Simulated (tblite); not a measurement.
Compound: C5H7FNO (doublet state).
Cartesian coordinates in Å at the GFN2-xTB level; atoms count from 1:
```
atom  x, y, z in Å
C1    -2.3192    0.4875   -0.1459
N2    -1.3244   -0.5593   -0.1390
C3     0.0030   -0.2365   -0.0080
C4     0.5814    1.0114   -0.2407
O5     1.9419    0.9680   -0.1183
C6     2.2915   -0.3184    0.2874
F7     2.8558   -0.2274    1.5687
C8     1.0386   -1.1091    0.2913
H9    -2.3313    1.0753    0.7802
H10   -2.1244    1.1598   -0.9810
H11   -3.2985    0.0355   -0.2877
H12   -1.5897   -1.3903    0.3691
H13    0.1623    1.9595   -0.5049
H14    3.1166   -0.7042   -0.3321
H15    0.9919   -2.1438    0.5541
```

Structure optimised with GFN2-xTB, isolated species. This method treats the open shell by occupation alone, without spin polarisation.

Masses are those of the commonest isotopes; rigid-rotor values at the optimised geometry. The values belong to one conformer with, in the numbering `[CH3:1][NH:2][C:3]1=[CH:4][O:5][C@@H:6]([F:7])[CH:8]1`, C1–N2–C3–C4 -19°.

Problem. What are A, B and C (cm⁻¹)?

Solution. Ia = 92.61, Ib = 402.61, Ic = 452.95 u·Å²; 505379 MHz·u·Å²/I gives 5457, 1255 and 1116 MHz, that is A = 0.18202, B = 0.04187, C = 0.03722 cm⁻¹.

Problem. What kind of rotor is it?

Solution. A near-prolate asymmetric top; Ray's κ = -0.936.

Problem. What does the inertial defect say?

Solution. Not planar: Δ = Ic − Ia − Ib = -42.28 u·Å². For a rigid frame Δ = −2 Σ m c², so Σ m c² = 21.14 u·Å² lies off the ab plane: 4.27 from hydrogen and 16.87 from heavier atoms. The atom farthest from that plane is 1.48 Å away.

Problem. List the rotational levels J(Ka,Kc) to J = 4 (MHz).

Solution. Above 0(0,0):
J = 1: 1(0,1) 2371, 1(1,1) 6573, 1(1,0) 6712
J = 2: 2(0,2) 7110, 2(1,2) 11175, 2(1,1) 11594, 2(2,1) 24198, 2(2,0) 24202
J = 3: 3(0,3) 14209, 3(1,3) 18077, 3(1,2) 18914, 3(2,2) 31311, 3(2,1) 31328, 3(3,1) 52670, 3(3,0) 52670
J = 4: 4(0,4) 23659, 4(1,4) 27275, 4(1,3) 28670, 4(2,3) 40793, 4(2,2) 40844, 4(3,2) 62160, 4(3,1) 62161, 4(4,1) 92053, 4(4,0) 92053

Problem. Estimate the classical rotational partition function at 50 K, 200 K and 500 K.

Solution. Point group C1, symmetry number σ = 1; q = (√π/σ)·√((kT/h)³/(ABC)), k/h = 20836.6 MHz/K: 21600 at 50 K, 172000 at 200 K, 682000 at 500 K.

For this open shell read J as N, the rotation without spin; fine and hyperfine splittings come on top. Its GFN2-xTB frequencies are all real (lowest 84 cm⁻¹). Zero-point vibration and centrifugal distortion are left out.

Time: 0.35 s wall. Hardware: one thread of an AMD EPYC 9B14, shared host. That covers the optimisation of the geometry.

All values are computed, not measured.
